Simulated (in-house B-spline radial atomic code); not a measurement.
Values are calculated unless marked as measured or tabulated.
**C6 from the polarisability at imaginary frequency: Sn²⁺**

PBEsol linear response of the closed shell [Kr] 4d10 5s2, from a B-spline radial code for spherical atoms; scalar-relativistic (spin-free one-electron X2C), finite nucleus, no spin-orbit coupling; shells from n = 3 respond.

The dispersion coefficient of two like species is C6 = (3/π) ∫ α(iu)² du from 0 to ∞.

```
u (hartree)  α(iu) (bohr³)
          0          14.89
      0.156          13.04
      0.364          8.864
      0.624          5.688
       1.04          3.505
       1.56          2.332
       2.34          1.485
       3.64         0.8396
        5.2          0.498
       7.79         0.2634
         13         0.1149
         26        0.03754
```

Task: Fit one oscillator, α(iu) = α(0)/(1 + u²/ω²), through u = 0.624 and estimate C6.

Result: From α(0)/α(iu) − 1 = 14.89/5.688 − 1 = 1.6178, ω = u/√1.6178 = 0.4906 hartree (13.3 eV). London's formula gives C6 = (3/4) α(0)² ω = 0.75 × 14.89² × 0.4906 = 81.58 hartree·bohr⁶, and the oscillator holds f = α(0) ω² = 3.58 electrons, of a sum of oscillator strengths of 41.3.

Task: How does that compare with the full integral?

Result: The program's quadrature over all excitations gives C6 = 84.16, so the single oscillator is off by -3.1 %. At the last point the fit gives α = 0.0053 against 0.0375: higher excitations, and deeper shells where there are any, keep the true curve higher at large u.
